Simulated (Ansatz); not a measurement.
Reaction (formal exchange of groups at a Ge–F bond): `C[O][GeH]([F])[Cl]` + `CO[SiH3]` → `C[O][GeH]([Cl])[O][SiH3]` + `CF`

Program: Ansatz. Geometries: PBE0-D4/def2-TZVP. ΔE: electronic, gas phase. CCSD(T)/CBS is the MP2 limit (def2-TZVPP, def2-QZVPP) plus CCSD(T) − MP2 in def2-TZVPP, frozen cores. This one scheme is used for every species. Functionals use def2-TZVPP. B3LYP here is the variant with VWN-RPA as its local correlation; programs differ in this. For Ge outer-core shells are correlated without core-valence functions, which leaves a few kJ/mol of doubt a bond. Scalar relativity is left out up to krypton. Each species was taken in one conformer, which may not be the lowest.

```
       level  ΔE (kJ/mol)
    B3LYP-D4          1.1
HF/CBS(def2)          3.8
```

(1) What does CCSD(T)/CBS give? (Best estimate.)

Largest T1 diagnostic among the species: 0.012.

## Answers

(1) Computed: +0.3 kJ/mol. The listed levels differ from it by 0.8, 3.5 kJ/mol.

From PBE to PBE0 (25 % exact exchange), in def2-TZVPP and without D4, ΔE moves by −3.1 kJ/mol. The D4 term adds −8.6 kJ/mol with B3LYP and −5.3 kJ/mol with PBE0; it sums over pairs of atoms, weighted by their polarisabilities, and B3LYP, whose exchange is more repulsive, gets the larger term.
